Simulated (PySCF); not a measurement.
The numbers below are computed, except where a source is named.
**Si2H4NF2**

The system: Si2H4NF2, a small molecule (built as: Si site whose three back bonds go to NHSiH3, F, F); neutral, doublet. The structure, one conformer, was relaxed in the gas phase by PBE0-D3(BJ)/def2-SVP. No frequency run checks that it is a minimum.

SMILES: F[Si](F)N[SiH3]

| atom | x (Å) | y (Å) | z (Å) |
| --- | --- | --- | --- |
| Si1 | -0.116 | -0.572 | 1.702 |
| N2 | -0.295 | -0.665 | 0.000 |
| Si3 | -0.128 | 0.676 | -1.130 |
| F4 | 0.965 | -1.647 | 2.256 |
| F5 | 0.505 | 0.909 | 1.946 |
| H6 | -0.601 | -1.551 | -0.392 |
| H7 | -0.620 | 0.177 | -2.447 |
| H8 | -0.949 | 1.843 | -0.698 |
| H9 | 1.291 | 1.116 | -1.263 |

EPR values by unrestricted B3LYP, IGLO-III on F N Si, pcH-1 on H.

(1) Predict g and the largest hyperfine couplings. Where does the spin sit?

(2) How do the isotropic couplings move with BHandHLYP?

Results:

(1) g = 2.0000, 2.0011, 2.0020. The spin sits on Si1 (88 %, bonded to 2 F + 1 N) by Mulliken populations.
```
atom  isotope  isotropic (MHz)  dipolar, principal values (MHz)
 Si1     29Si          -1179.1               -113.1, 55.8, 57.3
  F4      19F            399.6            -138.0, -129.9, 267.9
  F5      19F            295.7            -112.2, -106.1, 218.3
  N2      14N             39.0                 -5.8, -5.5, 11.3
  H6       1H             -8.4                 -8.8, -3.2, 12.0
  H9       1H              7.5                  -1.2, -0.8, 2.0
```

(2) Si1 -1179.1 to -1214.0 MHz, F4 399.6 to 418.8 MHz, F5 295.7 to 313.2 MHz, N2 39.0 to 39.5 MHz.
